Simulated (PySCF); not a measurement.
Ranking problems on computed properties.

Species are written as SMILES; each is one conformer at its optimised geometry, gas phase, non-relativistic unless stated; the electronic structure was computed with PySCF and density fitting.

The conformers computed, where there is a choice (atom-mapped SMILES and torsion angles):
- `[CH3:1][CH:2][c:3]1[cH:4][c:5](=[O:6])[o:7][cH:8][c:9]1[F:10]`: C1–C2–C3–C4 -1°
- `[CH3:1][C:2](=[O:3])[C:4]1=[CH:5][C@H:6]2[CH:7]=[CH:8][C:9]12`: C1–C2–C4–C5 180°
- `[SiH2:1][S:2][C@@:3]12[C@H:4]3[CH2:5][C@@H:6]1[C@@H:7]2[CH2:8]3`: Si1–S2–C3–C4 65°
- `[CH3:1][C:2](=[O:3])[C@:4]1([F:5])[CH+:6][C:7]1[C:8]#[N:9]`: C1–C2–C4–F5 8°

Problem. Rank by isotropic g value, lowest first (unrestricted B3LYP/pcH-1, mean-field spin–orbit at GFN2-xTB geometries).
A. `CC(=O)C1=C[C@H]2C=C[C]12` [radical]
B. `C[CH]c1cc(=O)occ1F` [radical]
C. `C[C@H]1C=CS[N]1` [radical]
D. `N#CC1=C(F)O[CH][CH+]1` [radical]
E. `[SiH2]S[C@@]12[C@H]3C[C@@H]1[C@@H]2C3` [radical]
F. `CC(=O)[C@]1(F)[CH+][C]1C#N` [radical]
G. `[CH2+][C]1OC(Cl)=C[C@H]1F` [radical]

Solution. A (2.00245), D (2.00312), B (2.00336), G (2.00465), F (2.00542), C (2.00564), E (2.00632).

Problem. Give the two extremes of that set as shifts from the free-electron value 2.002319.

Solution. `CC(=O)C1=C[C@H]2C=C[C]12` [doublet state]: +130 ppm; `[SiH2]S[C@@]12[C@H]3C[C@@H]1[C@@H]2C3` [doublet state]: +4000 ppm.

Problem. Rank by smallest rotational constant, lowest first (GFN2-xTB).
A. `C1[C@@H]([N]SC=1)C` [radical]
B. `[CH2+][C]1OC(Cl)=C[C@H]1F` [radical]
C. `CC(=O)C1=C[C@H]2C=C[C]12` [radical]
D. `N#CC1=C(F)O[CH][CH+]1` [radical]
E. `C[CH]C1=CC(=O)OC=C1F` [radical]
F. `[SiH2]S[C@@]12[C@H]3C[C@@H]1[C@@H]2C3` [radical]

Solution. E (0.722 GHz), B (0.883 GHz), F (0.943 GHz), C (1.035 GHz), D (1.276 GHz), A (2.089 GHz).

Problem. Give the two extremes of that set in cm⁻¹.

Solution. `C[CH]c1cc(=O)occ1F` [doublet state]: 0.0241 cm⁻¹; `C[C@H]1C=CS[N]1` [doublet state]: 0.0697 cm⁻¹.
